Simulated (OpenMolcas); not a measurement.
# Cu2+, Ag2+, Au2+: d⁹ down the group

```yaml
Program: OpenMolcas
Method: SS-CASPT2, IPEA 0.25 Eh, imaginary shift 0.1 Eh
Basis: ANO-R2
Scalar_Hamiltonian: X2C, finite nucleus
Spin-orbit_coupling: state interaction with AMFI integrals over the reference wave functions, term energies averaged over their components
```

Active space for each ion: 9 electrons in 6 orbitals (d s); closed shells correlated by CASPT2: Cu2+ 3s 3p; Ag2+ 4s 4p; Au2+ 5s 5p.

Computed levels in cm-1 above ²D_5/2:

```csv
Level,Cu2+,Ag2+,Au2+
²D_3/2,2200,4630,13040
weight of ²D in the lowest level (%),100,100,100
```

Measured, with the error of the calculation in %. Measured levels: Cu2+ from Sugar and Musgrove, J. Phys. Chem. Ref. Data 19, 527 (1990); Ag2+ from Moore, Atomic Energy Levels, vol. III, NSRDS-NBS 35 (1971 reprint of NBS Circular 467, 1958); Au2+ from Iglesias, J. Res. Natl. Bur. Stand. 64A, 481 (1960).

| Level | Cu2+ | Ag2+ | Au2+ |
| --- | --- | --- | --- |
| ²D_3/2 | 2072 (+6.4) | 4607 (+0.6) | 12694 (+2.7) |

The fine-structure level ²D_3/2 changes by a factor of 5.93 from Cu2+ to Au2+.

CASPT2 does not keep the components of a term degenerate, so their means are used; among the terms shown or strongly mixed into the levels shown the widest spread is 11 cm-1 (4d⁹ ²D, Ag2+). Computed and measured levels are paired by configuration, term and J; levels that our copy of the source lacks, or whose pairing is in doubt (as where it misses far off the trend of its configuration), stay unpaired and out of the deviations. Only configurations of the active space appear.
